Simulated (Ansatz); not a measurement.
Consider the cleavage of the B–B bond: `ClB(Cl)B1CN1` + `C[SeH]` → `C[Se]B(Cl)Cl` + `B1CN1`.

Computed with Ansatz on PBE0-D4/def2-TZVP structures; ΔE is electronic, products minus reactants. CBS: MP2 limit from def2 TZ/QZ plus the TZ coupled-cluster correction, frozen cores. This one scheme is used for every species. Functionals use def2-TZVPP. For Se outer-core shells are correlated without core-valence functions, which leaves a few kJ/mol of doubt a bond. Scalar relativity is left out up to krypton. Each species was taken in one conformer, which may not be the lowest.

```tsv
level	ΔE (kJ/mol)
r2SCANh-D4	-70.9
BHLYP-D4	-68.8
```

(1) What does CCSD(T)/CBS give? (An estimate is asked.)

Largest T1 diagnostic among the species: 0.014.

Results:

(1) Ansatz gave: -74.6 kJ/mol. The listed levels differ from it by 3.7, 5.8 kJ/mol.

The D4 term adds −6.4 kJ/mol with B3LYP and −2.9 kJ/mol with PBE0; it sums over pairs of atoms, weighted by their polarisabilities, and B3LYP, whose exchange is more repulsive, gets the larger term. At CCSD(T), def2-SVP lies +9.2 kJ/mol from the extrapolated value and def2-TZVPP +5.3 kJ/mol.

B3LYP here is the variant with VWN-RPA as its local correlation; programs differ in this.
